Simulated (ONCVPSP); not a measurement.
# u(r) = r·R(r): atom against pseudo-atom (Cd (Z = 48))

Columns: radius, all-electron u(r) and pseudo u(r) of the 4d shell (level -11.73 eV) of cadmium in the configuration [Ar] 3d10 4s2 4p6 4d10 5s2; PBE, scalar-relativistic, ONCV scheme, ONCVPSP 4.0.1.

| r (bohr) | all-electron | pseudo |
| --- | --- | --- |
| 0.078 | -0.1576 | 0.0025 |
| 0.155 | -0.4159 | 0.0186 |
| 0.232 | -0.4742 | 0.0586 |
| 0.310 | -0.3357 | 0.1280 |
| 0.388 | -0.0940 | 0.2259 |
| 0.465 | 0.1673 | 0.3459 |
| 0.542 | 0.4057 | 0.4815 |
| 0.620 | 0.6035 | 0.6244 |
| 0.698 | 0.7514 | 0.7594 |
| 0.775 | 0.8512 | 0.8702 |
| 0.852 | 0.9114 | 0.9463 |
| 0.930 | 0.9397 | 0.9808 |
| 1.008 | 0.9432 | 0.9764 |
| 1.085 | 0.9288 | 0.9460 |
| 1.162 | 0.9020 | 0.9061 |
| 1.240 | 0.8664 | 0.8663 |
| 1.318 | 0.8255 | 0.8254 |
| 1.395 | 0.7824 | 0.7823 |
| 1.472 | 0.7381 | 0.7380 |
| 1.550 | 0.6933 | 0.6932 |
| 1.628 | 0.6494 | 0.6493 |
| 1.705 | 0.6074 | 0.6073 |
| 1.782 | 0.5673 | 0.5671 |
| 1.860 | 0.5286 | 0.5284 |
| 1.938 | 0.4920 | 0.4919 |
| 2.015 | 0.4580 | 0.4579 |

(1) How many radial nodes do the two functions have?

(2) At about which radius was the pseudo-wave matched?

(3) Where does each function peak?

(4) Is the pseudo-wave norm-conserving?

## Answers

(1) The all-electron 4d function has n − l − 1 = 1; the pseudo-wave has 0, since the states of the same l below it are removed with the core.

(2) 1.25 bohr, where the columns begin to agree (steps of 0.08 bohr).

(3) Outermost all-electron maximum near 1.01 bohr, pseudo maximum near 0.93 bohr (to the table’s step).

(4) Yes: the ONCV scheme keeps the norm inside the radius equal to the all-electron one, which fixes the energy derivative of the logarithmic derivative at the level.
